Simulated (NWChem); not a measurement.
TiNHClF; SMILES [NH]=[Ti]([F])[Cl]

```xyz
5

Ti    -0.0233    -0.3554     0.1418
N     -1.4224    -1.0280    -0.4586
H     -2.1872    -1.4922    -0.9663
F      1.4134    -1.3412    -0.2092
Cl     0.0688     1.8812     0.0332
```
Atoms are numbered in this order, from 1.

Computed with NWChem. Pople sets run with spherical d functions. Structure relaxed at the PBE-D3(BJ)/def2-SVP level. Vzz is the largest principal value of the second derivative of the potential at the nucleus (NWChem prints the opposite sign); η is the asymmetry. Non-relativistic.

For level PBE0/6-31G*:

```yaml
Vzz N2 (a.u.): -0.316
"η Cl5": 0.74
```

Task: What are these values for level B3LYP/6-31G*?

Result: 
* **Vzz N2 (a.u.)**: -0.329
* **η Cl5**: 0.56
